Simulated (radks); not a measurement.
Values are calculated unless marked as measured or tabulated.
The antimony ion Sb10+, configuration [Ar] 3d10 4s1 4p6 4d6 (not the ground configuration). Code: a radial shooting solver on a logarithmic mesh with Libxc functionals. Model: scalar-relativistic Kohn-Sham, r2SCAN, spin-polarised, spherical densities, finite nucleus; open shells are filled with parallel spins first (spin-orbit coupling, left out, can overturn this in heavy ions); meta-GGA in the generalised Kohn-Sham scheme; Fermi nuclear charge, rms radius 4.6802 fm.

Unscreened Slater integrals over Kohn-Sham orbitals (hartree). They are taken over the spin-up orbitals.

integral,value
"F0(4d,4d)",1.0206
"F2(4d,4d)",0.52744
"F4(4d,4d)",0.35532
"F0(4d,4p)",1.0649
"F2(4d,4p)",0.55265
"G1(4d,4p)",0.70207
"G3(4d,4p)",0.44116
"F0(4d,4s)",1.0895
"G2(4d,4s)",0.54319
"F0(4d,3d)",1.3385
"F2(4d,3d)",0.32124
"F4(4d,3d)",0.15071
"G0(4d,3d)",0.10483
"G2(4d,3d)",0.12493
"G4(4d,3d)",0.096057
"F0(4p,4p)",1.1171
"F2(4p,4p)",0.59204
"F0(4p,4s)",1.1458
"G1(4p,4s)",0.78474
"F0(4p,3d)",1.4316
"F2(4p,3d)",0.36360
"G1(4p,3d)",0.11679
"G3(4p,3d)",0.11510
"F0(4s,4s)",1.1776
"F0(4s,3d)",1.4914
"G2(4s,3d)",0.12605
"F0(3d,3d)",2.9856
"F2(3d,3d)",1.4968
"F4(3d,3d)",0.95715

Derived for the open shells (J is the average intra-shell exchange parameter used in DFT+U). 4d: Racah B = F2/49 - 5 F4/441 = 0.006736 hartree, C = 35 F4/441 = 0.02820 hartree, C/B = 4.19, F4/F2 = 0.674, J = (F2 + F4)/14 = 0.06305 hartree.
